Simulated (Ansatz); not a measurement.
A short molecular-dynamics run on C$_{2}$H$_{5}$F$_{2}$NSi, SMILES `C[SiH]1NC1(F)F`.

```yaml
crystal:
  periodic: [false, false, false]
  atoms:
    - {symbol: C, position_ang: [0.721674, -1.595998, -0.473333]}
    - {symbol: Si, position_ang: [0.587289, 0.120945, 0.204088]}
    - {symbol: N, position_ang: [-0.858343, 0.608153, 0.977241]}
    - {symbol: C, position_ang: [-0.747395, 1.341196, -0.202428]}
    - {symbol: F, position_ang: [-1.750988, 1.181850, -1.108166]}
    - {symbol: F, position_ang: [-0.604758, 2.688563, -0.064717]}
    - {symbol: H, position_ang: [-0.219083, -1.900072, -0.934202]}
    - {symbol: H, position_ang: [0.966915, -2.302697, 0.324420]}
    - {symbol: H, position_ang: [1.517487, -1.648115, -1.220781]}
    - {symbol: H, position_ang: [1.876356, 0.629982, 0.734366]}
    - {symbol: H, position_ang: [-1.423754, 0.819195, 1.784214]}
basis:
  gaussian: {orbitals: "6-31G*"}
hamiltonian: {xc: {name: revPBE}}
md: {timestep: 0.5 fs, n_steps: 20, ensemble: nvt_langevin, temperature: 1500, initial_velocities: maxwell_boltzmann, friction: 0.01, seed: 197}
```

```sh
$ ansatz run in.yaml --threads 4 --pin off --events-out ev --progress --plain --max-ram 10444MiB
```

| step | time (fs) | potential energy (eV) | kinetic (eV) | T (K) | conserved (eV) |
| --- | --- | --- | --- | --- | --- |
| 0 | 0.0 | -16950.8502 | 1.9389 | 1364 | – |
| 1 | 0.5 | -16950.8154 | 1.8798 | 1322 | – |
| 2 | 1.0 | -16950.7354 | 1.9364 | 1362 | – |
| 3 | 1.5 | -16950.6380 | 1.8954 | 1333 | – |
| 4 | 2.0 | -16950.5775 | 1.7357 | 1221 | – |
| 5 | 2.5 | -16950.5827 | 1.8339 | 1290 | – |
| 6 | 3.0 | -16950.6115 | 1.8480 | 1300 | – |
| 7 | 3.5 | -16950.6270 | 1.8631 | 1310 | – |
| 8 | 4.0 | -16950.6119 | 1.8019 | 1267 | – |
| 9 | 4.5 | -16950.5563 | 1.7743 | 1248 | – |
| 10 | 5.0 | -16950.4691 | 1.7281 | 1215 | – |
| 11 | 5.5 | -16950.3646 | 1.6493 | 1160 | – |
| 12 | 6.0 | -16950.2672 | 1.5749 | 1108 | – |
| 13 | 6.5 | -16950.1899 | 1.5265 | 1074 | – |
| 14 | 7.0 | -16950.1262 | 1.5484 | 1089 | – |
| 15 | 7.5 | -16950.0774 | 1.5446 | 1086 | – |
| 16 | 8.0 | -16950.0504 | 1.6373 | 1152 | – |
| 17 | 8.5 | -16950.0490 | 1.6505 | 1161 | – |
| 18 | 9.0 | -16950.0690 | 1.5878 | 1117 | – |
| 19 | 9.5 | -16950.0936 | 1.5897 | 1118 | – |
| 20 | 10.0 | -16950.1076 | 1.5546 | 1093 | – |

Velocities are drawn at the set temperature; a run this short doesn't reach equilibrium.

Frames (Å, forces in eV/Å):

```xyz
11
time=0.0 fs
C     0.722   -1.596   -0.473    0.067   -0.201   -0.006
Si    0.587    0.121    0.204    0.762   -0.087   -0.235
N    -0.858    0.608    0.977   -0.409   -0.327    0.521
C    -0.747    1.341   -0.202    0.044   -0.001   -0.048
F    -1.751    1.182   -1.108   -0.755   -0.228   -0.816
F    -0.605    2.689   -0.065    0.258    1.112    0.115
H    -0.219   -1.900   -0.934   -0.312   -0.130   -0.168
H     0.967   -2.303    0.324    0.079   -0.305    0.243
H     1.517   -1.648   -1.221    0.270   -0.053   -0.274
H     1.876    0.630    0.734    0.317    0.106    0.144
H    -1.424    0.819    1.784   -0.320    0.114    0.523
11
time=0.5 fs
C     0.715   -1.601   -0.468    0.248    0.322   -0.203
Si    0.595    0.121    0.198    0.527    0.075   -0.048
N    -0.861    0.604    0.980    0.287   -0.556   -0.490
C    -0.752    1.343   -0.193    0.099   -0.243   -0.336
F    -1.755    1.188   -1.110   -0.644   -0.248   -0.659
F    -0.603    2.686   -0.067    0.264    1.239    0.214
H    -0.226   -1.886   -0.919   -0.572   -0.262   -0.321
H     0.973   -2.301    0.308    0.145   -0.681    0.715
H     1.509   -1.647   -1.212    0.306   -0.063   -0.439
H     1.877    0.635    0.752    0.254    0.065    0.085
H    -1.399    0.834    1.772   -0.913    0.352    1.483
11
time=1.0 fs
C     0.706   -1.607   -0.463    0.468    0.885   -0.466
Si    0.602    0.121    0.193    0.319    0.202    0.124
N    -0.864    0.599    0.982    0.906   -0.823   -1.456
C    -0.757    1.345   -0.184    0.131   -0.466   -0.643
F    -1.759    1.194   -1.112   -0.527   -0.269   -0.502
F    -0.601    2.684   -0.069    0.273    1.361    0.312
H    -0.232   -1.872   -0.906   -0.846   -0.390   -0.471
H     0.979   -2.300    0.291    0.232   -1.096    1.212
H     1.502   -1.645   -1.204    0.299   -0.068   -0.567
H     1.877    0.640    0.771    0.200    0.028    0.028
H    -1.375    0.850    1.762   -1.454    0.637    2.428
11
time=1.5 fs
C     0.698   -1.613   -0.458    0.679    1.378   -0.644
Si    0.610    0.120    0.188    0.115    0.328    0.293
N    -0.867    0.594    0.984    1.331   -1.063   -2.185
C    -0.761    1.347   -0.174    0.142   -0.678   -0.960
F    -1.764    1.200   -1.113   -0.400   -0.289   -0.340
F    -0.599    2.681   -0.071    0.284    1.477    0.405
H    -0.240   -1.860   -0.894   -1.110   -0.503   -0.610
H     0.985   -2.300    0.277    0.312   -1.455    1.630
H     1.495   -1.642   -1.194    0.308   -0.078   -0.709
H     1.877    0.646    0.789    0.147   -0.015   -0.031
H    -1.355    0.868    1.755   -1.809    0.898    3.151
11
time=2.0 fs
C     0.690   -1.618   -0.453    0.819    1.644   -0.629
Si    0.618    0.120    0.182   -0.076    0.455    0.450
N    -0.870    0.589    0.986    1.385   -1.128   -2.361
C    -0.765    1.348   -0.165    0.154   -0.852   -1.271
F    -1.768    1.206   -1.115   -0.274   -0.307   -0.177
F    -0.596    2.679   -0.072    0.289    1.555    0.492
H    -0.249   -1.849   -0.883   -1.279   -0.580   -0.699
H     0.990   -2.304    0.270    0.331   -1.622    1.825
H     1.487   -1.639   -1.185    0.354   -0.098   -0.872
H     1.876    0.652    0.806    0.100   -0.057   -0.086
H    -1.341    0.887    1.756   -1.803    0.991    3.326
11
time=2.5 fs
C     0.682   -1.622   -0.448    0.965    1.647   -0.516
Si    0.626    0.119    0.178   -0.239    0.553    0.577
N    -0.871    0.583    0.989    0.986   -0.895   -1.812
C    -0.769    1.349   -0.155    0.159   -0.990   -1.583
F    -1.773    1.212   -1.117   -0.152   -0.328   -0.011
F    -0.593    2.677   -0.074    0.292    1.604    0.578
H    -0.260   -1.839   -0.873   -1.304   -0.617   -0.716
H     0.995   -2.312    0.269    0.263   -1.563    1.769
H     1.480   -1.638   -1.178    0.333   -0.123   -0.948
H     1.875    0.658    0.821    0.075   -0.088   -0.129
H    -1.331    0.909    1.767   -1.378    0.800    2.791
11
time=3.0 fs
C     0.675   -1.627   -0.443    1.137    1.475   -0.319
Si    0.634    0.119    0.173   -0.372    0.628    0.681
N    -0.873    0.576    0.990    0.361   -0.445   -0.840
C    -0.773    1.349   -0.146    0.155   -1.098   -1.891
F    -1.777    1.218   -1.119   -0.037   -0.350    0.150
F    -0.590    2.675   -0.075    0.297    1.631    0.664
H    -0.274   -1.828   -0.865   -1.243   -0.637   -0.689
H     1.000   -2.324    0.274    0.120   -1.338    1.532
H     1.475   -1.637   -1.173    0.272   -0.153   -0.971
H     1.873    0.664    0.835    0.061   -0.114   -0.166
H    -1.323    0.934    1.787   -0.752    0.401    1.850
11
time=3.5 fs
C     0.668   -1.632   -0.438    1.221    1.170   -0.066
Si    0.642    0.118    0.168   -0.490    0.701    0.783
N    -0.874    0.569    0.991   -0.217    0.066    0.161
C    -0.776    1.350   -0.137    0.146   -1.165   -2.160
F    -1.781    1.224   -1.121    0.065   -0.372    0.289
F    -0.586    2.674   -0.077    0.300    1.625    0.740
H    -0.289   -1.818   -0.860   -1.049   -0.629   -0.596
H     1.002   -2.338    0.285   -0.076   -0.994    1.159
H     1.470   -1.637   -1.169    0.222   -0.197   -0.973
H     1.870    0.670    0.851    0.041   -0.144   -0.209
H    -1.315    0.961    1.809   -0.165   -0.062    0.872
11
time=4.0 fs
C     0.662   -1.637   -0.434    1.286    0.809    0.154
Si    0.650    0.118    0.164   -0.581    0.777    0.885
N    -0.876    0.563    0.992   -0.701    0.587    1.091
C    -0.779    1.350   -0.129    0.133   -1.184   -2.388
F    -1.784    1.231   -1.123    0.160   -0.393    0.414
F    -0.583    2.674   -0.078    0.300    1.584    0.804
H    -0.306   -1.809   -0.858   -0.778   -0.602   -0.460
H     1.002   -2.351    0.300   -0.286   -0.602    0.723
H     1.464   -1.639   -1.168    0.130   -0.244   -0.906
H     1.868    0.676    0.869   -0.002   -0.188   -0.268
H    -1.309    0.990    1.833    0.338   -0.544   -0.049
11
time=4.5 fs
C     0.655   -1.641   -0.430    1.421    0.446    0.325
Si    0.658    0.118    0.159   -0.645    0.855    0.996
N    -0.878    0.558    0.994   -1.050    1.071    1.816
C    -0.782    1.349   -0.123    0.124   -1.186   -2.552
F    -1.788    1.237   -1.124    0.242   -0.420    0.523
F    -0.579    2.673   -0.079    0.301    1.529    0.857
H    -0.322   -1.804   -0.857   -0.522   -0.574   -0.322
H     1.003   -2.365    0.317   -0.490   -0.201    0.271
H     1.459   -1.642   -1.171   -0.020   -0.289   -0.762
H     1.868    0.684    0.889   -0.074   -0.247   -0.347
H    -1.302    1.020    1.856    0.713   -0.984   -0.806
11
time=5.0 fs
C     0.648   -1.646   -0.427    1.570    0.101    0.469
Si    0.666    0.118    0.155   -0.701    0.922    1.103
N    -0.880    0.552    0.997   -1.247    1.468    2.297
C    -0.786    1.349   -0.116    0.111   -1.198   -2.676
F    -1.793    1.243   -1.125    0.322   -0.448    0.631
F    -0.575    2.672   -0.080    0.301    1.482    0.905
H    -0.337   -1.801   -0.855   -0.288   -0.543   -0.183
H     1.005   -2.380    0.335   -0.683    0.190   -0.176
H     1.453   -1.647   -1.178   -0.174   -0.330   -0.586
H     1.868    0.693    0.909   -0.159   -0.312   -0.433
H    -1.293    1.047    1.878    0.947   -1.332   -1.351
11
time=5.5 fs
C     0.641   -1.650   -0.424    1.724   -0.189    0.523
Si    0.674    0.119    0.151   -0.766    0.966    1.182
N    -0.883    0.547    0.999   -1.328    1.777    2.603
C    -0.789    1.348   -0.110    0.093   -1.214   -2.792
F    -1.797    1.249   -1.127    0.407   -0.477    0.744
F    -0.572    2.671   -0.080    0.299    1.446    0.950
H    -0.352   -1.801   -0.855   -0.071   -0.509   -0.037
H     1.007   -2.393    0.354   -0.847    0.524   -0.580
H     1.444   -1.653   -1.189   -0.347   -0.364   -0.358
H     1.868    0.700    0.927   -0.232   -0.369   -0.511
H    -1.280    1.071    1.897    1.068   -1.591   -1.724
11
time=6.0 fs
C     0.633   -1.655   -0.420    1.949   -0.388    0.458
Si    0.682    0.120    0.147   -0.874    0.978    1.229
N    -0.885    0.542    1.003   -1.307    1.997    2.696
C    -0.792    1.348   -0.105    0.079   -1.214   -2.863
F    -1.801    1.255   -1.128    0.490   -0.506    0.853
F    -0.569    2.671   -0.081    0.290    1.377    0.990
H    -0.365   -1.804   -0.854    0.092   -0.479    0.091
H     1.010   -2.403    0.372   -0.980    0.772   -0.903
H     1.436   -1.661   -1.203   -0.567   -0.386   -0.066
H     1.866    0.705    0.944   -0.267   -0.407   -0.566
H    -1.263    1.088    1.911    1.095   -1.745   -1.918
11
time=6.5 fs
C     0.626   -1.661   -0.416    2.236   -0.487    0.328
Si    0.689    0.121    0.143   -1.013    0.960    1.262
N    -0.888    0.538    1.007   -1.204    2.121    2.603
C    -0.795    1.347   -0.101    0.064   -1.164   -2.872
F    -1.805    1.261   -1.130    0.574   -0.537    0.957
F    -0.565    2.671   -0.081    0.272    1.259    1.016
H    -0.377   -1.808   -0.851    0.187   -0.462    0.186
H     1.013   -2.410    0.389   -1.090    0.938   -1.145
H     1.429   -1.671   -1.218   -0.806   -0.397    0.247
H     1.862    0.709    0.961   -0.277   -0.432   -0.607
H    -1.245    1.098    1.919    1.057   -1.799   -1.975
11
time=7.0 fs
C     0.619   -1.667   -0.411    2.409   -0.525    0.158
Si    0.697    0.123    0.138   -1.150    0.944    1.301
N    -0.891    0.534    1.012   -1.060    2.171    2.420
C    -0.797    1.345   -0.097    0.049   -1.082   -2.856
F    -1.809    1.267   -1.133    0.654   -0.574    1.055
F    -0.562    2.672   -0.081    0.252    1.123    1.037
H    -0.389   -1.810   -0.847    0.316   -0.445    0.288
H     1.015   -2.414    0.404   -1.169    1.031   -1.311
H     1.422   -1.683   -1.232   -1.001   -0.396    0.518
H     1.856    0.713    0.979   -0.287   -0.457   -0.650
H    -1.226    1.103    1.925    0.987   -1.789   -1.962
11
time=7.5 fs
C     0.613   -1.673   -0.406    2.438   -0.542    0.016
Si    0.705    0.124    0.134   -1.296    0.919    1.337
N    -0.895    0.530    1.017   -0.889    2.172    2.167
C    -0.800    1.343   -0.094    0.031   -0.983   -2.823
F    -1.813    1.273   -1.135    0.732   -0.617    1.150
F    -0.559    2.673   -0.081    0.233    0.978    1.058
H    -0.403   -1.811   -0.841    0.470   -0.424    0.395
H     1.016   -2.419    0.416   -1.228    1.092   -1.423
H     1.412   -1.697   -1.242   -1.105   -0.391    0.697
H     1.849    0.718    0.996   -0.283   -0.475   -0.682
H    -1.207    1.103    1.929    0.897   -1.730   -1.892
11
time=8.0 fs
C     0.607   -1.679   -0.401    2.401   -0.547   -0.100
Si    0.712    0.125    0.130   -1.452    0.885    1.372
N    -0.899    0.527    1.023   -0.679    2.087    1.808
C    -0.802    1.340   -0.091    0.010   -0.849   -2.769
F    -1.817    1.279   -1.137    0.811   -0.663    1.241
F    -0.555    2.673   -0.080    0.211    0.815    1.071
H    -0.417   -1.814   -0.832    0.620   -0.396    0.482
H     1.016   -2.424    0.425   -1.264    1.133   -1.483
H     1.399   -1.710   -1.250   -1.160   -0.387    0.809
H     1.839    0.722    1.014   -0.266   -0.486   -0.707
H    -1.183    1.099    1.931    0.768   -1.591   -1.725
11
time=8.5 fs
C     0.602   -1.685   -0.396    2.251   -0.528   -0.230
Si    0.720    0.125    0.126   -1.622    0.838    1.391
N    -0.903    0.524    1.029   -0.434    1.888    1.324
C    -0.804    1.337   -0.088    0.000   -0.669   -2.707
F    -1.821    1.286   -1.139    0.891   -0.711    1.333
F    -0.551    2.675   -0.080    0.182    0.622    1.078
H    -0.432   -1.819   -0.822    0.798   -0.344    0.555
H     1.011   -2.430    0.428   -1.248    1.130   -1.463
H     1.386   -1.723   -1.255   -1.180   -0.383    0.866
H     1.828    0.724    1.032   -0.240   -0.489   -0.724
H    -1.157    1.090    1.928    0.600   -1.353   -1.423
11
time=9.0 fs
C     0.598   -1.691   -0.392    1.991   -0.482   -0.309
Si    0.729    0.126    0.122   -1.807    0.774    1.380
N    -0.907    0.522    1.034   -0.169    1.582    0.691
C    -0.807    1.333   -0.086    0.012   -0.475   -2.624
F    -1.826    1.292   -1.141    0.963   -0.758    1.417
F    -0.547    2.676   -0.079    0.147    0.419    1.078
H    -0.446   -1.826   -0.810    0.951   -0.280    0.606
H     1.002   -2.434    0.429   -1.182    1.089   -1.387
H     1.371   -1.738   -1.257   -1.116   -0.380    0.838
H     1.817    0.726    1.047   -0.197   -0.478   -0.719
H    -1.130    1.076    1.923    0.408   -1.011   -0.971
11
time=9.5 fs
C     0.596   -1.697   -0.388    1.686   -0.371   -0.317
Si    0.737    0.127    0.119   -1.986    0.700    1.344
N    -0.911    0.520    1.039    0.093    1.187   -0.080
C    -0.811    1.330   -0.085    0.040   -0.290   -2.541
F    -1.830    1.298   -1.143    1.023   -0.804    1.492
F    -0.543    2.678   -0.079    0.112    0.226    1.079
H    -0.457   -1.832   -0.794    1.031   -0.224    0.614
H     0.989   -2.437    0.427   -1.077    0.997   -1.245
H     1.352   -1.753   -1.255   -0.980   -0.381    0.717
H     1.806    0.727    1.059   -0.150   -0.459   -0.699
H    -1.103    1.060    1.915    0.209   -0.579   -0.364
11
time=10.0 fs
C     0.593   -1.703   -0.386    1.354   -0.167   -0.294
Si    0.744    0.129    0.115   -2.163    0.610    1.288
N    -0.915    0.519    1.043    0.331    0.729   -0.976
C    -0.814    1.327   -0.084    0.064   -0.114   -2.453
F    -1.833    1.305   -1.144    1.083   -0.850    1.565
F    -0.540    2.681   -0.078    0.077    0.039    1.079
H    -0.465   -1.838   -0.776    1.036   -0.173    0.582
H     0.974   -2.437    0.421   -0.930    0.823   -1.001
H     1.331   -1.769   -1.251   -0.784   -0.386    0.503
H     1.795    0.728    1.069   -0.091   -0.432   -0.663
H    -1.077    1.043    1.906    0.023   -0.079    0.371
```

Hardware: 4 threads of an Arm Neoverse V2 on a shared host. Wall time 25 s, peak host memory 0.21 GiB.
